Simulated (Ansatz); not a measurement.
One change: `S=C[SiH2]Br` becomes `O=C[SiH2]Br`.

Ansatz, PBE0-D4/def2-TZVP geometries, multiplicity 1. Each molecule was computed in one conformer, which needn't be the lowest.

Scalar relativity is left out up to krypton.

| property | `S=C[SiH2]Br` |
| --- | --- |
| LUMO energy (PBE0/def2-TZVPP) / eV | -3.18 |
| HOMO energy (ωB97M-V/def2-TZVPP) / eV | -9.04 |
| size of the dipole moment (B3LYP/def2-TZVPP) / D | 0.19 |
| size of the dipole moment (ωB97M-V/def2-TZVPP) / D | 0.19 |
| zero-point energy (PBE0-D4/def2-TZVP) / kJ/mol | 90.5 |
| HOMO energy (B3LYP/def2-TZVPP) / eV | -6.65 |

Task: What does the change do to each property? (An estimate is asked.)

Result: Ansatz gave: 
```csv
property,`O=C[SiH2]Br`,shift
LUMO energy (PBE0/def2-TZVPP) / eV,-2.06,1.12
HOMO energy (ωB97M-V/def2-TZVPP) / eV,-9.71,-0.67
size of the dipole moment (B3LYP/def2-TZVPP) / D,0.95,0.76
size of the dipole moment (ωB97M-V/def2-TZVPP) / D,0.98,0.79
zero-point energy (PBE0-D4/def2-TZVP) / kJ/mol,94.9,4.4
HOMO energy (B3LYP/def2-TZVPP) / eV,-7.23,-0.58
```

With PBE0 the HOMO falls by 0.56 eV and the LUMO rises by 1.12 eV, so the gap widens by about 1.68 eV. PBE moves the HOMO by -0.31 eV and ωB97M-V by -0.67 eV. Dipoles are sizes alone; their direction can turn.

B3LYP here is the variant with VWN-RPA as its local correlation; programs differ in this.

Spin–orbit coupling is left out; it splits and shifts lone-pair levels of the heavy atoms by tenths of an eV.
